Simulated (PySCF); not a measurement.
HO4S, SMILES [O]S(=O)(=O)O, multiplicity 2.

Coordinates come from a TPSSh-D3(BJ)/def2-SVP optimisation. The isomer is the one that the SMILES or the coordinates give; other isomers of the formula were not compared. The values are those of a single conformer.

Computed with ωB97X/def2-TZVP (PySCF).

Isolated molecule, no solvent.

```yaml
total_energy: -699.66937 hartree
point_group: Cs
"α spin, highest occupied and lowest empty level": -12.81 and 2.16 eV
"β spin, highest occupied and lowest empty level": -12.46 and -4.43 eV
dipole_moment: 2.85 D
quadrupole, principal values (traceless, Buckingham form, about the centre of nuclear charge): -5.30, -1.47, 6.77 D·Å
mean_static_polarisability: 38.1 bohr³ (5.65 Å³)
polarisability_principal_values: 30.3, 35.9, 48.1 bohr³
"⟨S²⟩": 0.764 (pure state 0.75)
```
